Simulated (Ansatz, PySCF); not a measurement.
Ta(S)(F)2(OH) (F₂HOSTa), SMILES [S]=[Ta]([F])([OH])[F], multiplicity 1. Atoms are numbered in the order given.

```xyz
6

Ta    -0.0742    -0.1089     0.0000
S      0.1048     2.0410     0.0000
F     -0.9760    -0.6292    -1.5585
F     -0.9760    -0.6292     1.5585
O      1.6552    -0.8305     0.0000
H      2.5600    -0.5021     0.0000
```

Coordinates come from a PBE0-D3(BJ)/def2-SVP optimisation. The multiplicity is an assumed one; other spin states were not compared. The def2 effective core potentials stand for the cores of Ta; spin–orbit coupling is left out. The values are those of a single conformer.

Two levels are set side by side: PBE-D3(BJ)/def2-SVP (Ansatz, a quantum-chemistry and plane-wave program) and PBE0-D3(BJ)/def2-SVP (Ansatz). Each level has its own optimised geometry; the coordinates shown are those of the second. Frequencies come from the Hessian of PySCF at each geometry. Differences are taken from unrounded values.

```json
[
 {"quantity": "mean bond length (Å)", "PBE0-D3(BJ)": "1.748"},
 {"quantity": "bond Ta1–S2 (Å)", "PBE0-D3(BJ)": "2.157"},
 {"quantity": "bond Ta1–F3 (Å)", "PBE0-D3(BJ)": "1.874"},
 {"quantity": "bond Ta1–F4 (Å)", "PBE0-D3(BJ)": "1.874"},
 {"quantity": "bond Ta1–O5 (Å)", "PBE0-D3(BJ)": "1.874"},
 {"quantity": "bond O5–H6 (Å)", "PBE0-D3(BJ)": "0.963"},
 {"quantity": "highest harmonic wavenumber (cm⁻¹)", "PBE0-D3(BJ)": "3932"},
 {"quantity": "mean harmonic wavenumber (cm⁻¹)", "PBE0-D3(BJ)": "704"},
 {"quantity": "zero-point energy (kcal/mol)", "PBE0-D3(BJ)": "12.09"}
]
```

### Question
What does PBE-D3(BJ) give, and how far is it from PBE0-D3(BJ)? (The exact figures need the calculation; the answer reports its results.)

### Answer

```csv
quantity,PBE-D3(BJ),PBE-D3(BJ) minus PBE0-D3(BJ)
mean bond length (Å),1.764,0.015
bond Ta1–S2 (Å),2.177,0.020
bond Ta1–F3 (Å),1.888,0.013
bond Ta1–F4 (Å),1.888,0.013
bond Ta1–O5 (Å),1.892,0.018
bond O5–H6 (Å),0.974,0.011
highest harmonic wavenumber (cm⁻¹),3770,-162
mean harmonic wavenumber (cm⁻¹),678,-27
zero-point energy (kcal/mol),11.63,-0.46
```

Exact exchange shortens and stiffens bonds; PBE has none. Differences between two approximate levels are no errors against the true value.
